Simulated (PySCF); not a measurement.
## Radial density of Sc²⁺ (scandium, charge +2)

UHF, [Ar] 3d1, 2D determinant. Calculation: PySCF 2.14, in x2c-QZVPPall (11s7p5d3f2g, 96 functions); scalar relativity by spin-free X2C-1e.

```tsv
r (bohr)	4πr²ρ (e/bohr)	4πr²(ρα − ρβ)
0.00121	0.1389	0.0000
0.00203	0.3621	0.0000
0.00342	0.9236	0.0000
0.00574	2.272	-0.0001
0.00966	5.259	-0.0002
0.0163	10.95	-0.0005
0.0273	19.06	-0.0008
0.0460	24.74	-0.0011
0.0773	21.56	-0.0017
0.130	18.65	-0.0023
0.219	26.01	0.0132
0.368	17.62	0.1100
0.619	6.817	0.3646
1.04	8.716	0.6056
1.75	2.618	0.4209
2.95	0.1581	0.0920
4.96	0.002705	0.0026
```

Densities and radii are taken from the X2C orbitals without a picture-change correction, which distorts them close to the nucleus.

Task: Where is the radial spin density 4πr²(ρα − ρβ) most negative, and why is it negative at all?

Result: Around r = 0.130 bohr, down to -0.0023 e/bohr: exchange with the open shell polarises the paired shells in an unrestricted calculation.
